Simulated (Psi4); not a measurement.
Pair of molecules, SMILES C#C with SMILES [H][H] (the first has 4 atoms); geometry from B3LYP-D3(BJ)/def2-TZVP, rigid monomers moved along the line of their centres of mass till C2···H5 is 5.64 Å.
(charge 0, multiplicity 1):
```json
[
 {"atom": "C", "x (Å)": "-0.9017", "y (Å)": "-0.1364", "z (Å)": "0.2343"},
 {"atom": "C", "x (Å)": "0.2333", "y (Å)": "0.0209", "z (Å)": "-0.1113"},
 {"atom": "H", "x (Å)": "-1.9094", "y (Å)": "-0.2760", "z (Å)": "0.5417"},
 {"atom": "H", "x (Å)": "1.2415", "y (Å)": "0.1606", "z (Å)": "-0.4169"},
 {"atom": "H", "x (Å)": "1.2877", "y (Å)": "0.2201", "z (Å)": "5.4285"},
 {"atom": "H", "x (Å)": "1.5052", "y (Å)": "0.2573", "z (Å)": "6.1398"}
]
```

These are SAPT0/jun-cc-pV(D+d)Z in Psi4 1.11 values and carry that method's errors.

Q: Which attractive term is largest, and how does the interaction split up?

A: electrostatics -0.1, exchange 0.0, induction 0.0, dispersion 0.0, total -0.1 kJ/mol; the largest attraction is electrostatics.
